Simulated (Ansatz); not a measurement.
`C=NC(F)[SiH2]N`, relaxed with RKS PBE-D4/def2-SVP in Ansatz from a rough embedded geometry. The force threshold is 0.03 eV/Å; the program also tests the step.

Total charge 0; spin multiplicity 1.

Start:

```xyz
13

C     2.452    0.420    0.116
N     1.195    0.364    0.510
C     0.446   -0.736   -0.110
F     0.758   -0.876   -1.341
Si   -1.388   -0.465    0.108
N    -1.948    1.068   -0.404
H     3.054    1.245    0.482
H     2.843   -0.248   -0.605
H     0.718   -1.743    0.385
H    -1.800   -0.564    1.522
H    -2.220   -1.498   -0.639
H    -2.818    1.252    0.070
H    -1.291    1.781   -0.093
```

Question: By how much does the energy fall, and how many steps does the optimiser take? (An estimate is asked.)

Answer: Computed: 108.06 kJ/mol, in 15 steps, 2 of them rejected.

Question: Which bonds change most? (An estimate is asked.)

Answer: Computed: C3–F4 from 1.278 to 1.412 Å; C3–Si5 from 1.866 to 1.937 Å; N2–C3 from 1.468 to 1.409 Å; C1–H8 from 1.058 to 1.111 Å.

Question: Give the relaxed structure. (Best estimate.)

Answer: The calculation gave: 
```xyz
13

C     2.033    0.657    0.008
N     1.275   -0.123    0.684
C     0.486   -1.104    0.049
F     0.751   -1.298   -1.324
Si   -1.344   -0.506    0.260
N    -1.416    1.146   -0.265
H     2.596    1.445    0.544
H     2.167    0.573   -1.091
H     0.638   -2.083    0.561
H    -1.720   -0.782    1.696
H    -2.239   -1.294   -0.654
H    -2.242    1.483   -0.761
H    -0.987    1.886    0.293
```
